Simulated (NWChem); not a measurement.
Species: ZrH$_{4}$; SMILES [ZrH4]

All runs: NWChem. Medium grid unless said otherwise, to which SCAN and Minnesota functionals are sensitive. All runs use the structure optimised with PBE0/def2-SVP. def2 effective core potentials on Zr; no spin-orbit coupling. Hybrids' shares of exact exchange are those that their runs print; pure functionals count as 0. The functionals differ in more than this share.

```
row               share of exact exchange  highest occupied level (eV)
----------------  -----------------------  ---------------------------
PBE/def2-SVP                         0.00                        -7.16
r2SCAN/def2-SVP                      0.00                        -7.50
TPSSh/def2-SVP                       0.10                        -7.94
B3LYP/def2-SVP                       0.20                        -8.30
B3PW91/def2-SVP                      0.20                        -8.29
r2SCAN0/def2-SVP                     0.25                     withheld
MN15/def2-SVP                        0.44                        -9.11
```

Task: Fit a straight line of the last column on the one before it, predict the withheld value, and compare with the run.

Result: 
1. Means of the 6 shown rows: x = 0.157, y = -8.050. Slope Σ(x − x̄)(y − ȳ)/Σ(x − x̄)² = -0.5534/0.1363 = -4.059; intercept -7.414.
2. The shown rows scatter about the line by 0.132 (root mean square); the largest residual is +0.25, at PBE/def2-SVP.
3. At x = 0.25 (r2SCAN0/def2-SVP; inside the shown range) the line gives -8.43.
4. The run gives -8.71, -0.28 from the line, 2.1 times the scatter.
